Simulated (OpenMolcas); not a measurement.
**Cr2+: effect of the metal basis**

Cr2+ with its 6 nearest oxide ions at 2.154 Å, on the Mg site of MgO (a = 4.2112 Å, distance in the model lattice 2.106 Å). The rest of the host is ab initio model potentials to 7.6 Å and point charges beyond; the distance is set by hand and nothing relaxes.

- Program: OpenMolcas
- Method: SS-CASPT2, IPEA 0.25 Eh, imaginary shift 0.1 Eh (closed shells correlated: 3s 3p and the ligand valence shells)
- Spin-orbit coupling: state interaction with AMFI integrals over the reference wave functions

Fixed: ligand basis ANO-RCC-VDZP, active space 4 electrons in 5 orbitals (3d), DKH2 Hamiltonian.

States (labels of O, the rotations of Oh). Energies in cm-1 above the lowest state or level, χT in cm3 K/mol.

| Run | Metal basis | Ground state | First state of that spin | First gap with spin-orbit (degeneracies) | χT at 300 K | First state of another spin | Cost |
| --- | --- | --- | --- | --- | --- | --- | --- |
| A | ANO-RCC-VDZP | 5E | 5T2 14030 | 8 (1, 3) | 2.975 | 3T1 5470 | roughly 4 core-minutes |
| B | ANO-RCC-VTZP | 5E | 5T2 13670 | 9 (1, 3) | 2.972 | 3T1 4510 | roughly 10 core-minutes |

Against A, the first state of the same spin changes by -2.6 % in B.

Costs are those of the CASPT2 steps.

Roots that are degenerate in the reference are averaged as groups; the widest CASPT2 spread within a group is 150 cm-1 (the 3-fold group of multiplicity 1 near 53800 cm-1 above the lowest state of its run, B). Shifts and gaps below about the spread of the groups concerned are not significant. Over all roots computed the reference weight is 0.70 to 0.72 in A, 0.69 to 0.71 in B; a low but even weight reflects the number of correlated electrons. An orbital doublet at a regular site is open to a Jahn-Teller distortion, which this geometry leaves out. This shell can be high or low spin here, a state of another spin lies low, and with metal d orbitals alone active their balance is uncertain, so the ground spin may be wrong. Ligand-to-metal charge-transfer states are missing. These CASPT2 states fit no ligand-field parameters well, so their order and spin gaps are uncertain. With no ligand orbital active B as a rule stays too high, so bands that hang on it stand too high and its fall with covalency is understated. With one d shell and no ligand orbital active, 10Dq can be off by tens of per cent for divalent 3d ions, low with halides held by bare charges and at times high in hosts. No measured value stands beside these numbers; the geometry was set by hand and not optimised.
